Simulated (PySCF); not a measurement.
## Lu(NO2)3 relaxed at several levels

Computed with PySCF 2.14.0, def2-SVP on the ligands, density fitting, scalar-relativistic core potentials, no spin-orbit coupling, vacuum. Each row is relaxed at its own level from the same template. Distances are means of the shortest metal–ligand contacts, charges and spins Mulliken's; removal energies are rigid, with the ligand's formal charge and no counterpoise, so too large; for an anion taken off a cation in vacuum most of it is the attraction of opposite charges, and multiply charged cations can part far more cheaply with an electron moved from ligand to metal. lcecp potentials hold a fixed number of 4f electrons in the core, out of states, spins and gaps.

```tsv
level	basis on the metal	point group	M–NO2 (Å)	charge on M (e)	removal of one NO2 (eV)	strongest infrared band, degenerate modes summed (cm⁻¹)	unstable modes (below −25 cm⁻¹)
PBE	lcecp-1-SVP with ECP60	D3	2.296	0.99	9.99	1224	0
```

What does the calculation give for B3LYP, lcecp-1-SVP with ECP60?

point group: D3, M–NO2 (Å): 2.294, charge on M (e): 1.14, removal of one NO2 (eV): 10.02, strongest infrared band, degenerate modes summed (cm⁻¹): 1302, unstable modes (below −25 cm⁻¹): 0.
```xyz
10

Lu    0.0000    0.0000    0.0000
O     2.0405    0.1675    1.0352
O     2.0405   -0.1675   -1.0352
N     2.7471    0.0000    0.0000
O    -1.1653    1.6834    1.0352
O    -0.8752    1.8509   -1.0352
N    -1.3735    2.3790    0.0000
O    -0.8752   -1.8509    1.0352
O    -1.1653   -1.6834   -1.0352
N    -1.3736   -2.3790    0.0000
```

Moved off a saddle point of the template and relaxed again: B3LYP, PBE. One start shape was tried for each, so a minimum needn't be the lowest isomer.
